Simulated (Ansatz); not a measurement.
A nudged elastic band was laid between two geometries of C₃H₉BOS (15 atoms, charge 0, multiplicity 1).

All numbers below come from RKS PBE-D4/def2-SVP (Ansatz 0.2.0).

```yaml
movable_images: 7
climbing_image: yes
spring: 5.0 eV/Å²
optimiser: quadratic models (default)
start_path: through a guess of the saddle point
force_threshold: 0.05 eV/Å
iteration_limit: 60
end_points: relaxed
```

First end point:

```xyz
15
Properties=species:S:1:pos:R:3
B -1.327 -0.214 0.700
C -0.078 -0.766 -0.067
C 0.919 -1.734 0.515
O -0.015 -0.626 -1.417
S 0.182 1.085 0.936
C -0.044 2.210 -0.473
H -1.558 -0.712 1.790
H -2.234 0.282 0.055
H 0.594 -2.766 0.259
H 1.945 -1.583 0.111
H 0.961 -1.657 1.617
H 0.888 -0.859 -1.722
H -0.990 2.773 -0.364
H -0.078 1.609 -1.405
H 0.815 2.908 -0.505
```

Last end point:

```xyz
15
Properties=species:S:1:pos:R:3
B -1.574 -0.275 0.110
C -0.279 -1.011 -0.376
C 0.995 -1.153 0.409
O -0.366 -1.800 -1.469
S -0.568 1.036 -1.017
C 0.243 2.145 0.184
H -1.585 0.115 1.267
H -2.622 -0.568 -0.437
H 0.954 -2.130 0.938
H 1.902 -1.153 -0.237
H 1.103 -0.376 1.185
H 0.535 -2.023 -1.785
H 1.039 1.623 0.749
H -0.505 2.546 0.893
H 0.706 2.973 -0.388
```

Problem. What changes between the two ends?

Solution. No bond is made or broken. The dihedral B1–C2–S5–C6 goes from -99 to 92°.

Problem. Give the energies along the band, and the barrier.

Solution. The run ended unconverged. The highest image is number 4 of 0 to 8, 0.54 eV above the first end and 0.37 eV above the last; the last end lies 0.17 eV above the first. The band didn't meet its force threshold, so its energies are provisional: the largest band force was still 0.38 eV/Å, and over the last iterations the top moved between 0.54 and 0.56 eV. Neighbouring images lie up to 2.8 Å apart, so the band is torn or far too coarse. Inner images lie below an end point, which means an intermediate or an end that isn't the lowest structure nearby.

| image | path coordinate (Å) | energy (eV) | dihedral B1–C2–S5–C6 (°) |
| --- | --- | --- | --- |
| 0 | 0.00 | 0.00 | -99 |
| 1 | 1.68 | 0.15 | -99 |
| 2 | 3.35 | 0.01 | -100 |
| 3 | 5.03 | 0.31 | -106 |
| 4 | 6.70 | 0.54 | -102 |
| 5 | 9.48 | -0.18 | -14 |
| 6 | 12.25 | -0.18 | 39 |
| 7 | 15.00 | 0.54 | 67 |
| 8 | 17.75 | 0.17 | 92 |

Run time: 33 min on 2 threads of Arm Neoverse N1, with other jobs on the host, peak memory 0.18 GiB.
